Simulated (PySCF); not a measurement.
# Molecular orbitals of CsSe⁺

CAM-B3LYP at R = 3.880 Å; Cs def2-SVP with ECP46, Se def2-SVP; scalar-relativistic core potentials (PySCF 2.14). State: ³Σ⁻ (triplet), unpaired electrons π ↑↑. Only the outer orbitals are listed, counted within each symmetry, core potentials removing the inner ones.

```tsv
spin	orbital	occ.	ε (eV)	on Cs (%)	main shells (%)
α	7σ	1	-35.94	100	100 Cs s
α	8σ	1	-25.03	1	99 Se s
α	4π	1	-21.13	100	100 Cs p
α	4π	1	-21.13	100	100 Cs p
α	9σ	1	-21.07	100	100 Cs p
α	5π	1	-13.79	1	99 Se p
α	5π	1	-13.79	1	99 Se p
α	10σ	1	-12.77	3	97 Se p
α	11σ	0	-4.22	100	99 Cs s
α	6π	0	-2.58	100	100 Cs p
α	6π	0	-2.58	100	100 Cs p
β	7σ	1	-35.94	100	100 Cs s
β	8σ	1	-22.60	2	98 Se s
β	4π	1	-21.13	100	100 Cs p
β	4π	1	-21.13	100	100 Cs p
β	9σ	1	-21.05	98	98 Cs p
β	10σ	1	-12.09	4	96 Se p
β	5π	0	-6.94	4	96 Se p
β	5π	0	-6.94	4	96 Se p
β	11σ	0	-4.21	99	98 Cs s
```

**Question.** Which are the highest filled and the lowest empty level, where do they sit, and how wide is the gap?

**Answer.** Highest filled β 10σ at -12.09 eV (in %: 96 Se p); lowest empty β 5π at -6.94 eV (in %: 96 Se p); the gap at CAM-B3LYP is 5.15 eV.

The bond order (Mayer) is 0.17. The ⟨S²⟩ is 2.002. The charge on Cs (Mulliken, basis-dependent) is 0.91. The charge on Cs (Löwdin, basis-dependent) is 0.77. The dipole moment (positive dipole points towards Se; it is taken about the centre of mass and depends on that origin) is -5.55 D. The polarisability along the bond is 44.7 bohr³. The polarisability across the bond is 28.9 bohr³.

Spin–orbit coupling is left out. The state was picked by a PBE0 search and need not be the measured ground state.
